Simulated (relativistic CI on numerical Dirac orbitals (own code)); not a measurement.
# Au²⁺: 4d photoemission

Computed with this model: Dirac-Coulomb-Breit CI, separate exchange-only KLI orbitals for each configuration, a model potential for QED, multiplet model of photoemission in the sudden approximation, unscaled Slater integrals; configurations [Xe] 4f14 5d9 → [Kr] 4d9 4f14 5s2 5p6 5d9; 300 K; Lorentzian 4.9 eV and Gaussian 0.6 eV FWHM. Energies are those of the free ion, without screening or charge transfer. The energies are binding energies and can lie tens of eV above those of solids. S is read from ⟨S²⟩ = S(S + 1).

free ion: ground-state S = 0.50, centroid 375.66 eV. Peaks (eV, height): 368.2 (100), 386.6 (72).

Strongest unbroadened transitions for free ion:

| Energy (eV) | Relative strength |
| --- | --- |
| 367.17 | 63.4 |
| 367.78 | 100.0 |
| 367.96 | 26.8 |
| 368.74 | 77.3 |
| 369.54 | 40.0 |
| 369.61 | 0.3 |
| 370.21 | 5.6 |
| 370.66 | 4.8 |
| 370.99 | 0.6 |
| 371.31 | 9.1 |
| 386.07 | 62.5 |
| 386.62 | 44.2 |
| 387.07 | 81.5 |
| 387.17 | 19.1 |
| 387.62 | 1.0 |
| 387.78 | 8.1 |
| 388.97 | 1.0 |
| 391.07 | 0.0 |
